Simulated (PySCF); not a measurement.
Isomers of C4H13N2PSi2, mass 176.035 u with the commonest isotopes. Level of theory: PBE0/pcSseg-1 in PySCF (dipole) on a GFN2-xTB geometry, gas phase. One conformer each, none proved a minimum here; rigid rotors.

Question: Order these by radius of gyration √(Σ m r²/M), smallest first.
A. `[CH3:1][CH2:2][C@H:3]([C:4]#[N:5])[SiH2:6][NH:7][SiH2:8][PH2:9]` with C1–C2–C3–C4 -64°, C2–C3–Si6–N7 168°, C3–Si6–N7–Si8 172°, Si6–N7–Si8–P9 -4°, N7–Si8–P9–H 173° and 81°
B. `[CH3:1][CH2:2][Si@@H:3]([C:4]#[N:5])[CH2:6][NH:7][SiH2:8][PH2:9]` with C1–C2–Si3–C4 176°, C2–Si3–C6–N7 64°, Si3–C6–N7–Si8 -131°, C6–N7–Si8–P9 175°, N7–Si8–P9–H -161° and 106°
C. `[N:1]#[C:2][C@@H:3]([CH2:4][SiH3:5])[CH2:6][NH:7][SiH2:8][PH2:9]` with C2–C3–C4–Si5 -64°, C2–C3–C6–N7 66°, C3–C6–N7–Si8 -97°, C6–N7–Si8–P9 -178°, N7–Si8–P9–H -170° and 97°

Answer: A (2.848 Å), B (2.891 Å), C (3.025 Å).

Question: Order these by rotational constant B, smallest first.
A. `[CH3:1][CH2:2][Si@@H:3]([C:4]#[N:5])[CH2:6][NH:7][SiH2:8][PH2:9]` with C1–C2–Si3–C4 176°, C2–Si3–C6–N7 64°, Si3–C6–N7–Si8 -131°, C6–N7–Si8–P9 175°, N7–Si8–P9–H -161° and 106°
B. `[N:1]#[C:2][C@@H:3]([CH2:4][SiH3:5])[CH2:6][NH:7][SiH2:8][PH2:9]` with C2–C3–C4–Si5 -64°, C2–C3–C6–N7 66°, C3–C6–N7–Si8 -97°, C6–N7–Si8–P9 -178°, N7–Si8–P9–H -170° and 97°
C. `[CH3:1][CH2:2][C@H:3]([C:4]#[N:5])[SiH2:6][NH:7][SiH2:8][PH2:9]` with C1–C2–C3–C4 -64°, C2–C3–Si6–N7 168°, C3–Si6–N7–Si8 172°, Si6–N7–Si8–P9 -4°, N7–Si8–P9–H 173° and 81°

Answer: B (342.4 MHz), A (403.8 MHz), C (416.5 MHz).

Question: Order these by out-of-plane moment Σ m c² = (Ia + Ib − Ic)/2, largest first.
A. `[CH3:1][CH2:2][C@H:3]([C:4]#[N:5])[SiH2:6][NH:7][SiH2:8][PH2:9]` with C1–C2–C3–C4 -64°, C2–C3–Si6–N7 168°, C3–Si6–N7–Si8 172°, Si6–N7–Si8–P9 -4°, N7–Si8–P9–H 173° and 81°
B. `[N:1]#[C:2][C@@H:3]([CH2:4][SiH3:5])[CH2:6][NH:7][SiH2:8][PH2:9]` with C2–C3–C4–Si5 -64°, C2–C3–C6–N7 66°, C3–C6–N7–Si8 -97°, C6–N7–Si8–P9 -178°, N7–Si8–P9–H -170° and 97°
C. `[CH3:1][CH2:2][Si@@H:3]([C:4]#[N:5])[CH2:6][NH:7][SiH2:8][PH2:9]` with C1–C2–Si3–C4 176°, C2–Si3–C6–N7 64°, Si3–C6–N7–Si8 -131°, C6–N7–Si8–P9 175°, N7–Si8–P9–H -161° and 106°

Answer: B (58.78 u·Å²), C (50.35 u·Å²), A (26.10 u·Å²).

```json
{"SMILES": "N#C[C@@H](C[SiH3])CN[SiH2]P", "point group": "C1", "Ia (u·Å²)": "193.83", "Ib (u·Å²)": "1476.18", "Ic (u·Å²)": "1552.45", "κ": "-0.99", "μa (D)": "0.90", "μb (D)": "3.59", "μc (D)": "0.33"}
{"SMILES": "CC[C@H](C#N)[SiH2]N[SiH2]P", "point group": "C1", "Ia (u·Å²)": "240.47", "Ib (u·Å²)": "1213.37", "Ic (u·Å²)": "1401.63", "κ": "-0.94", "μa (D)": "0.66", "μb (D)": "2.31", "μc (D)": "0.77"}
{"SMILES": "CC[Si@@H](C#N)CN[SiH2]P", "point group": "C1", "Ia (u·Å²)": "270.43", "Ib (u·Å²)": "1251.63", "Ic (u·Å²)": "1421.36", "κ": "-0.94", "μa (D)": "3.59", "μb (D)": "0.79", "μc (D)": "0.29"}
```
